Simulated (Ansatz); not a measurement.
A nudged elastic band was laid between two geometries of C2H4BNO (9 atoms, charge 0, multiplicity 1).

All numbers below come from RKS PBE0-D4/6-31G in Ansatz 0.2.0.

```yaml
movable_images: 5
climbing_image: yes
spring: 5.0 eV/Å²
optimiser: quadratic models (default)
start_path: through a guess of the saddle point
force_threshold: 0.05 eV/Å
iteration_limit: 60
end_points: relaxed
```

First end point:

```xyz
9
Properties=species:S:1:pos:R:3
C -0.337 -0.114 -1.367
B 0.326 0.569 -0.130
N 0.261 0.003 1.165
C 0.227 -0.445 2.278
O 0.190 -0.897 3.384
H -1.085 0.564 -1.803
H 0.412 -0.263 -2.158
H -0.818 -1.071 -1.148
H 0.914 1.609 -0.238
```

Last end point:

```xyz
9
Properties=species:S:1:pos:R:3
C -0.335 -0.116 -1.365
B 0.327 0.571 -0.131
N 0.263 0.009 1.166
C 0.226 -0.446 2.276
O 0.186 -0.902 3.381
H -0.800 -1.081 -1.148
H 0.407 -0.248 -2.166
H -1.100 0.554 -1.789
H 0.914 1.612 -0.241
```

Task: Which bonds break or form, and what moves?

Result: No bond is made or broken.  The two ends are copies of one structure, up to a mirror image or an exchange of like atoms.

Task: Give the energies along the band, and the barrier.

Result: The run converged. The highest image is number 4 of 0 to 6, 88.3 kcal/mol above the ends, which have the same energy within 2 meV. Beside the main top the profile has a ripple of under 15 meV (maxima at images 1, 4), which may be a very shallow well or noise. Neighbouring images differ by up to 3.2 eV, so the band resolves the path poorly. A vibrational analysis at the climbing image gives one clearly imaginary mode, 1655i cm⁻¹: a first-order saddle point. Limits of this set-up: no polarisation functions.

```csv
image,path coordinate (Å),energy (kcal/mol)
0,0.00,0.0
1,1.12,0.3
2,2.25,0.2
3,3.37,14.2
4,4.50,88.3
5,5.41,26.2
6,6.33,0.0
```

Task: What is the geometry of the highest image?

Result: 
```xyz
9
Properties=species:S:1:pos:R:3
C -0.421 -0.005 -1.440
B 0.521 0.233 -0.216
N 0.053 -0.125 1.085
C -0.079 -0.325 2.259
O -0.253 -0.542 3.425
H -1.162 -0.398 -0.764
H -0.770 -0.019 -2.462
H 0.578 0.435 -1.620
H 1.623 0.701 -0.285
```

The band took 25 iterations and roughly 3 core-minutes.

The run took 3.5 min on 1 thread of Intel(R) Xeon(R) 6975P-C (Granite Rapids), on a shared host, peak memory 0.22 GiB.
